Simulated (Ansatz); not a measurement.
Cost and result for the atomization energy of BrH₄NSi₂ (`Br[SiH]1N[SiH2]1`) (8 atoms, 8 bonds).

The species carries charge 0 and has multiplicity 1. Correlated methods include outer-core shells of Br, which these sets cover unevenly. Scalar relativity is left out up to krypton. The structure was optimised at the PBE0-D4/def2-TZVP level. Program: Ansatz. All runs use 4 threads of an Intel Xeon Platinum 8488C on a shared host. Times are those of one run each, without the atoms' runs, and a repeat can differ threefold. Electronic energies, without spin–orbit coupling; frozen cores. CCSD(T)/CBS adds CCSD(T) − MP2 in def2-TZVPP to the MP2 limit, and its time is that of the two runs behind it. T1 = 0.011. With those shells the extrapolation isn't a true limit. HSE06 is the plane-wave form, built on full-range PBE exchange.

CCSD(T)/CBS is a level of theory with its own doubt, some kJ/mol a heavy atom from the limit and from the frozen cores, so smaller differences don't rank the functionals.

| level | functions | wall time |
| --- | --- | --- |
| BHLYP-D4/def2-TZVPP | 219 | 2.2 s |
| HSE06-D4/def2-TZVPP | 219 | 2.4 s |
| PBE-D4/def2-TZVPP (with forces) | 219 | 2.5 s |
| CCSD(T)/def2-SVP | 102 | 2.5 s |
| PBE0-D4/def2-TZVPP | 219 | 2.7 s |
| r2SCAN-D4/def2-TZVPP (with forces) | 219 | 3.1 s |
| PBE-QIDH/def2-TZVPP | 219 | 3.7 s |
| B2PLYP/def2-TZVPP | 219 | 3.8 s |
| ωB97X-V/def2-TZVPP | 219 | 4.2 s |
| B97M-V/def2-TZVPP | 219 | 4.3 s |
| MP2/def2-QZVPP | 406 | 13 s |
| CCSD(T)/def2-TZVPP | 219 | 50 s |
| CCSD(T)/CBS(def2) | – | 63 s |

Question: What atomization energy does each give, and how far from CCSD(T)/CBS? (An estimate is asked.)

Answer: Ansatz gave: 
| level | atomization (kJ/mol) | difference from CCSD(T)/CBS | per bond |
| --- | --- | --- | --- |
| BHLYP-D4/def2-TZVPP | 2402.1 | -76.1 | -9.5 |
| HSE06-D4/def2-TZVPP | 2459.9 | -18.3 | -2.3 |
| PBE-D4/def2-TZVPP (with forces) | 2493.4 | 15.2 | 1.9 |
| CCSD(T)/def2-SVP | 2228.6 | -249.6 | -31.2 |
| PBE0-D4/def2-TZVPP | 2458.0 | -20.2 | -2.5 |
| r2SCAN-D4/def2-TZVPP (with forces) | 2475.1 | -3.1 | -0.4 |
| PBE-QIDH/def2-TZVPP | 2442.3 | -35.9 | -4.5 |
| B2PLYP/def2-TZVPP | 2426.7 | -51.5 | -6.4 |
| ωB97X-V/def2-TZVPP | 2495.0 | 16.8 | 2.1 |
| B97M-V/def2-TZVPP | 2485.3 | 7.1 | 0.9 |
| MP2/def2-QZVPP | 2473.5 | -4.7 | -0.6 |
| CCSD(T)/def2-TZVPP | 2381.8 | -96.4 | -12.1 |
| CCSD(T)/CBS(def2) | 2478.2 | 0.0 | 0.0 |

From BLYP to BHLYP (50 % exact exchange), in def2-TZVPP and without D4, the atomization energy moves by −31.5 kJ/mol: exact exchange takes away binding that semilocal exchange gives to molecules. At CCSD(T), def2-SVP lies −249.6 kJ/mol from the extrapolated value and def2-TZVPP −96.5 kJ/mol: correlation converges slowly with the basis, and small sets miss more of it in the bonded molecule than in its fragments. Leaving LDA and LC-ωPBE aside and taking each functional with its dispersion term where it has one, the values spread over 92.9 kJ/mol, from BHLYP-D4 to ωB97X-V. LDA lies +341.6 kJ/mol from PBE without D4, its usual overbinding.
